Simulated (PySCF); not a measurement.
Isomers of C5H13NOSi2, mass 159.054 u with the commonest isotopes. Method used: PBE0/pcSseg-1 in PySCF (dipole) on a GFN2-xTB geometry, gas phase. One conformer each, none proved a minimum here; rigid rotors.

Task: Order these by dipole moment, smallest first.
A. `[O:1]=[C:2]([NH:3][CH2:4][SiH3:5])[C@@H:6]1[CH2:7][CH2:8][SiH2:9]1` with O1–C2–N3–C4 1°, C2–N3–C4–Si5 1°, O1–C2–C6–C7 43°, C2–C6–C7–C8 -100°, C6–C7–C8–Si9 -9°, C7–C8–Si9–C6 7°, C2–C6–Si9–C8 107°
B. `[O:1]=[CH:2][C@@H:3]1[CH2:4][SiH2:5][C@H:6]([NH:7][SiH3:8])[CH2:9]1` with O1–C2–C3–C4 21°, Si5–C6–N7–Si8 103°, C2–C3–C4–Si5 -73°, C3–C4–Si5–C6 -22°, C4–Si5–C6–N7 119°, Si5–C6–C9–C3 29°
C. `[CH2:1]=[CH:2][CH2:3][Si@@:4]([NH2:5])([CH:6]=[CH2:7])[SiH2:8][OH:9]` with C1–C2–C3–Si4 101°, C2–C3–Si4–N5 -63°, C3–Si4–N5–H 37° and 174°, C3–Si4–C6–C7 111°, C3–Si4–Si8–O9 69°
D. `[CH3:1][C:2](=[O:3])[C@@H:4]1[CH2:5][C@@H:6]1[N:7]([SiH3:8])[SiH3:9]` with C1–C2–C4–C5 -159°, C5–C6–N7–Si8 -147°
E. `[CH2:1]=[CH:2]/[C:3]([CH3:4])=[N:5]/[C@H:6]([SiH3:7])[O:8][SiH3:9]` with C1–C2–C3–C4 7°, C3–N5–C6–Si7 93°, N5–C6–O8–Si9 -80°
F. `[CH2:1]=[N:2][SiH2:3][SiH2:4][C:5]([CH3:6])([CH3:7])[CH:8]=[O:9]` with C1–N2–Si3–Si4 112°, N2–Si3–Si4–C5 -82°, Si3–Si4–C5–C6 180°, Si4–C5–C8–O9 -83°
G. `[CH3:1][C:2](=[O:3])[NH:4][Si@H:5]1[CH2:6][Si@@H:7]([CH3:8])[CH2:9]1` with C1–C2–N4–Si5 180°, C2–N4–Si5–C6 -172°
H. `[CH3:1][CH2:2][NH:3][C:4](=[O:5])[Si@H:6]1[CH2:7][CH2:8][SiH2:9]1` with C1–C2–N3–C4 -115°, C2–N3–C4–O5 -3°, N3–C4–Si6–C7 -30°, C4–Si6–C7–C8 126°, Si6–C7–C8–Si9 -12°, C7–C8–Si9–Si6 10°, C4–Si6–Si9–C8 -121°

Result: E (0.92 D), F (1.68 D), C (2.36 D), B (2.64 D), D (2.85 D), G (3.55 D), H (3.70 D), A (4.76 D).

Task: Order these by rotational constant C, smallest first.
A. `[CH3:1][C:2](=[O:3])[C@@H:4]1[CH2:5][C@@H:6]1[N:7]([SiH3:8])[SiH3:9]` with C1–C2–C4–C5 -159°, C5–C6–N7–Si8 -147°
B. `[O:1]=[CH:2][C@@H:3]1[CH2:4][SiH2:5][C@H:6]([NH:7][SiH3:8])[CH2:9]1` with O1–C2–C3–C4 21°, Si5–C6–N7–Si8 103°, C2–C3–C4–Si5 -73°, C3–C4–Si5–C6 -22°, C4–Si5–C6–N7 119°, Si5–C6–C9–C3 29°
C. `[CH3:1][CH2:2][NH:3][C:4](=[O:5])[Si@H:6]1[CH2:7][CH2:8][SiH2:9]1` with C1–C2–N3–C4 -115°, C2–N3–C4–O5 -3°, N3–C4–Si6–C7 -30°, C4–Si6–C7–C8 126°, Si6–C7–C8–Si9 -12°, C7–C8–Si9–Si6 10°, C4–Si6–Si9–C8 -121°
D. `[O:1]=[C:2]([NH:3][CH2:4][SiH3:5])[C@@H:6]1[CH2:7][CH2:8][SiH2:9]1` with O1–C2–N3–C4 1°, C2–N3–C4–Si5 1°, O1–C2–C6–C7 43°, C2–C6–C7–C8 -100°, C6–C7–C8–Si9 -9°, C7–C8–Si9–C6 7°, C2–C6–Si9–C8 107°
E. `[CH2:1]=[N:2][SiH2:3][SiH2:4][C:5]([CH3:6])([CH3:7])[CH:8]=[O:9]` with C1–N2–Si3–Si4 112°, N2–Si3–Si4–C5 -82°, Si3–Si4–C5–C6 180°, Si4–C5–C8–O9 -83°
F. `[CH2:1]=[CH:2][CH2:3][Si@@:4]([NH2:5])([CH:6]=[CH2:7])[SiH2:8][OH:9]` with C1–C2–C3–Si4 101°, C2–C3–Si4–N5 -63°, C3–Si4–N5–H 37° and 174°, C3–Si4–C6–C7 111°, C3–Si4–Si8–O9 69°
G. `[CH2:1]=[CH:2]/[C:3]([CH3:4])=[N:5]/[C@H:6]([SiH3:7])[O:8][SiH3:9]` with C1–C2–C3–C4 7°, C3–N5–C6–Si7 93°, N5–C6–O8–Si9 -80°

Result: C (542.6 MHz), G (563.2 MHz), F (595.8 MHz), D (625.3 MHz), E (695.4 MHz), B (731.5 MHz), A (813.4 MHz).

Task: Order these by out-of-plane moment Σ m c² = (Ia + Ib − Ic)/2, largest first.
A. `[O:1]=[C:2]([NH:3][CH2:4][SiH3:5])[C@@H:6]1[CH2:7][CH2:8][SiH2:9]1` with O1–C2–N3–C4 1°, C2–N3–C4–Si5 1°, O1–C2–C6–C7 43°, C2–C6–C7–C8 -100°, C6–C7–C8–Si9 -9°, C7–C8–Si9–C6 7°, C2–C6–Si9–C8 107°
B. `[CH3:1][CH2:2][NH:3][C:4](=[O:5])[Si@H:6]1[CH2:7][CH2:8][SiH2:9]1` with C1–C2–N3–C4 -115°, C2–N3–C4–O5 -3°, N3–C4–Si6–C7 -30°, C4–Si6–C7–C8 126°, Si6–C7–C8–Si9 -12°, C7–C8–Si9–Si6 10°, C4–Si6–Si9–C8 -121°
C. `[CH3:1][C:2](=[O:3])[C@@H:4]1[CH2:5][C@@H:6]1[N:7]([SiH3:8])[SiH3:9]` with C1–C2–C4–C5 -159°, C5–C6–N7–Si8 -147°
D. `[CH2:1]=[CH:2][CH2:3][Si@@:4]([NH2:5])([CH:6]=[CH2:7])[SiH2:8][OH:9]` with C1–C2–C3–Si4 101°, C2–C3–Si4–N5 -63°, C3–Si4–N5–H 37° and 174°, C3–Si4–C6–C7 111°, C3–Si4–Si8–O9 69°
E. `[CH2:1]=[CH:2]/[C:3]([CH3:4])=[N:5]/[C@H:6]([SiH3:7])[O:8][SiH3:9]` with C1–C2–C3–C4 7°, C3–N5–C6–Si7 93°, N5–C6–O8–Si9 -80°
F. `[CH3:1][C:2](=[O:3])[NH:4][Si@H:5]1[CH2:6][Si@@H:7]([CH3:8])[CH2:9]1` with C1–C2–N4–Si5 180°, C2–N4–Si5–C6 -172°
G. `[O:1]=[CH:2][C@@H:3]1[CH2:4][SiH2:5][C@H:6]([NH:7][SiH3:8])[CH2:9]1` with O1–C2–C3–C4 21°, Si5–C6–N7–Si8 103°, C2–C3–C4–Si5 -73°, C3–C4–Si5–C6 -22°, C4–Si5–C6–N7 119°, Si5–C6–C9–C3 29°
H. `[CH2:1]=[N:2][SiH2:3][SiH2:4][C:5]([CH3:6])([CH3:7])[CH:8]=[O:9]` with C1–N2–Si3–Si4 112°, N2–Si3–Si4–C5 -82°, Si3–Si4–C5–C6 180°, Si4–C5–C8–O9 -83°

Result: C (121.37 u·Å²), G (104.91 u·Å²), B (90.91 u·Å²), F (88.90 u·Å²), A (83.52 u·Å²), D (83.15 u·Å²), H (81.79 u·Å²), E (59.19 u·Å²).

| SMILES | point group | Ia (u·Å²) | Ib (u·Å²) | Ic (u·Å²) | κ | μa (D) | μb (D) | μc (D) |
| --- | --- | --- | --- | --- | --- | --- | --- | --- |
| O=C(NC[SiH3])[C@@H]1CC[SiH2]1 | C1 | 202.93 | 772.31 | 808.21 | -0.97 | 2.85 | 3.81 | 0.00 |
| C=N[SiH2][SiH2]C(C)(C)C=O | C1 | 284.79 | 605.57 | 726.78 | -0.74 | 1.67 | 0.13 | 0.10 |
| O=C[C@@H]1C[SiH2][C@H](N[SiH3])C1 | C1 | 267.64 | 633.04 | 690.87 | -0.88 | 1.60 | 0.22 | 2.09 |
| C=C/C(C)=N/[C@H]([SiH3])O[SiH3] | C1 | 363.84 | 651.89 | 897.35 | -0.49 | 0.29 | 0.71 | 0.51 |
| C=CC[Si@@](N)(C=C)[SiH2]O | C1 | 361.40 | 653.16 | 848.26 | -0.56 | 1.37 | 0.65 | 1.81 |
| CC(=O)[C@@H]1C[C@@H]1N([SiH3])[SiH3] | C1 | 331.03 | 533.06 | 621.35 | -0.62 | 1.42 | 0.33 | 2.45 |
| CCNC(=O)[Si@H]1CC[SiH2]1 | C1 | 250.44 | 862.85 | 931.49 | -0.94 | 0.37 | 3.65 | 0.47 |
| CC(=O)N[Si@H]1C[Si@@H](C)C1 | C1 | 222.48 | 800.76 | 845.43 | -0.96 | 0.23 | 2.67 | 2.33 |
